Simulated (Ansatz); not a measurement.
Isolated molecules relaxed with PBE0-D4/def2-TZVP in Ansatz; ΔE leaves out vibrations. CCSD(T)/CBS adds triple-zeta CCSD(T) − MP2 to the extrapolated MP2 energy (def2 sets, frozen cores). DFT in def2-TZVPP. Each species was taken in one conformer, which may not be the lowest.

Consider the ligand exchange at the Si–N bond: `[SiH3]/N=C1\C[SiH2]1` + `N[SiH2]S` → `N[SiH2]S[SiH3]` + `N=C1C[SiH2]1`.

| species | r2SCAN-D4 energy (Eh) |
| --- | --- |
| `[SiH3]/N=C1\C[SiH2]1` | -714.02791 |
| `N[SiH2]S` | -745.46321 |
| `N[SiH2]S[SiH3]` | -1036.16434 |
| `N=C1C[SiH2]1` | -423.33827 |

(1) Work out ΔE.

Largest T1 diagnostic among the species: 0.014.

Answers

(1) ΔE = (-1036.16434) + (-423.33827) − (-714.02791) − (-745.46321) = -0.01149 Eh = -30.2 kJ/mol. CCSD(T)/CBS gives -30.2 kJ/mol.

In def2-TZVPP, CCSD(T) changes the Hartree–Fock value by −6.7 kJ/mol (the triples alone add −0.8 kJ/mol) and MP2 by −7.1 kJ/mol.
